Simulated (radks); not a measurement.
The numbers below are computed, except where a source is named.
How relativity changes the ionisation of the oxygen ion O+ ([He] 2s2 2p3) to O2+ ([He] 2s2 2p2). Spin-unpolarised spherical Kohn-Sham, PBEsol, point nucleus unless stated (finite: rms radius 2.6991 fm), a radial shooting solver on a logarithmic mesh with Libxc functionals. A level marked "c x" has the speed of light scaled by that factor and shares open shells by 2j + 1; other Dirac levels either fill j = l - 1/2 first or share by 2j + 1.

| level | E(O+) (hartree) | E(O2+) (hartree) | IE (eV) | HOMO | <r> HOMO (bohr) |
|---|---|---|---|---|---|
| non-rel. | -74.09116 | -72.86061 | 33.485 | 2p | 1.110 |
| scalar-rel. | -74.14765 | -72.91737 | 33.478 | 2p | 1.110 |
| scalar-rel., finite nucleus | -74.14764 | -72.91735 | 33.478 | 2p | 1.110 |
| Dirac, 2j+1 shares | -74.14765 | -72.91737 | 33.478 | 2p3/2 | 1.110 |
| Dirac, low j first | -74.14927 | -72.91994 | 33.452 | 2p3/2 | 1.111 |
| Dirac, 2j+1 shares, finite nucleus | -74.14764 | -72.91736 | 33.478 | 2p3/2 | 1.110 |
| Dirac, c x 2 | -74.10527 | -72.87478 | 33.483 | 2p3/2 | 1.110 |
| Dirac, c x 5 | -74.09342 | -72.86288 | 33.485 | 2p3/2 | 1.110 |
| Dirac, c x 100 | -74.09117 | -72.86062 | 33.485 | 2p3/2 | 1.110 |

NIST Atomic Spectra Database: 35.121 eV (measured). The relativistic part of the total energy of O+ is -0.05648 hartree (Dirac, 2j+1 shares, finite nucleus), 0.076 % of the non-relativistic value. Spin polarisation and multiplet splitting of open shells are left out at every level.

Beside tabulated values, note that spin-unpolarised runs miss the spin-polarisation part of the exchange energy of open shells.
